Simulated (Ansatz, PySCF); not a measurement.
Species: AsH2, charge -1, multiplicity 1. Whether it binds its extra electron was not tested at this geometry. 
Coordinates optimised at B3LYP-D3(BJ)/def2-TZVP (Ansatz, a first-principles code):
```
As
H 1 1.5469
H 1 1.5469 2 90.71
```
Charge -1, spin multiplicity 1.

Total electronic energies in hartree. Cores are frozen in the correlated levels unless marked. Spin-orbit coupling is left out. Frozen are the shells of the preceding noble gas and the d and f shells that filled before the atom's block. No relativistic terms. CBS marks a two-point X^-3 extrapolation of the correlation energy; Hartree-Fock from the larger set. [CCSD(T)-MP2]/basis is that difference in the basis named.

| level | program | energy (Eh) |
|---|---|---|
| HF/def2-SVP | Ansatz | -2235.04989 |
| HF/def2-TZVPPD | Ansatz | -2235.34083 |
| r2SCAN/def2-TZVPD | PySCF | -2237.06107 |
| PBE0-D3(BJ)/def2-TZVPD | Ansatz + dftd3 | -2236.79785 |
| PW6B95-D4/def2-TZVPD | PySCF + dftd4 | -2238.11637 |
| M06-2X/def2-TZVPD | PySCF | -2237.07852 |
| RPA@PBE/cc-pVTZ | Ansatz | -2235.66349 |
| RI-MP2/def2-TZVPP | Ansatz | -2235.49426 |
| SCS-MP2/6-31G* | Ansatz | -2235.14529 |
| SCS-MP2/cc-pVDZ | Ansatz | -2235.42342 |
| CCSD(T)/aug-cc-pVDZ | Ansatz | -2235.48455 |
| CCSD(T)/cc-pVTZ | Ansatz | -2235.57241 |
| RI-MP2/CBS(def2-TZVPPD,def2-QZVPPD)+[CCSD(T)-MP2]/def2-QZVPPD | Ansatz | -2235.6025 |
| CCSD(T)/CBS(aug-cc-pVTZ,aug-cc-pVQZ) | Ansatz | -2235.6048 |
| CCSD(T)/CBS(def2-TZVPPD,def2-QZVPPD) | Ansatz | -2235.6015 |

Totals of different functionals don't rank their quality; only differences between species are comparable.
